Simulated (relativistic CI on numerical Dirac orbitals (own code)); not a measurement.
**Sensitivity of the levels of Ag VI to α and to the nuclear radius**

Method of calculation: Dirac-Coulomb-Breit CI, separate exchange-only KLI orbitals for each configuration, valence Slater integrals scaled by 0.85, P86 correlation energy added to each configuration, derivatives by finite differences, QED left out (own radial code, finite nucleus).

Configuration list (outside the closed core [Ar] 3d10 4p6): 4s²4d⁶, 4s²4d⁵5s, 4s²4d⁵4f, 4s²4d⁵5d, 4s²4d⁴5s², 4d⁸. Levels of other configurations are missing.

With x = (α/α₀)² − 1 an excitation energy changes as ω = ω₀ + qx; K = 2q/ω₀ is the relative enhancement. Terms are leading LS components, so labels can repeat. The field-shift factor is F = δν/δ⟨r²⟩ for the transition from the lowest level.

Lowest level 4s²4d⁶ ⁵D4.

| Level | ω₀ (cm⁻¹) | q (cm⁻¹) | K | F (GHz/fm²) |
| --- | --- | --- | --- | --- |
| 4s²4d⁶ ⁵D3 | 2588.2 | 2877 | 2.22 | 0.038 |
| 4s²4d⁶ ⁵D2 | 3833.2 | 3435 | 1.79 | 0.0485 |
| 4s²4d⁶ ⁵D1 | 4771.5 | 4447 | 1.86 | 0.0616 |
| 4s²4d⁶ ⁵D0 | 5188.7 | 4763 | 1.84 | 0.0662 |
| 4s²4d⁶ ³H4 | 20211.3 | -1727 | -0.171 | 0.0541 |
| 4s²4d⁶ ³H6 | 20901.9 | 1293 | 0.124 | 0.0652 |
| 4s²4d⁶ ³H5 | 21367.0 | 1112 | 0.104 | 0.0744 |
| 4s²4d⁶ ³P2 | 21495.0 | 259.5 | 0.0241 | 0.0815 |
| 4s²4d⁶ ³F3 | 24381.6 | 1948 | 0.16 | 0.116 |
| 4s²4d⁶ ³H4 | 24701.3 | 4318 | 0.35 | 0.121 |
| 4s²4d⁶ ³F2 | 25437.5 | 2597 | 0.204 | 0.127 |
| 4s²4d⁶ ³G5 | 27602.4 | 4791 | 0.347 | 0.151 |
| 4s²4d⁶ ³P1 | 28589.3 | 6821 | 0.477 | 0.177 |

At this charge configurations can still be misplaced by up to about 7 % of their energy.
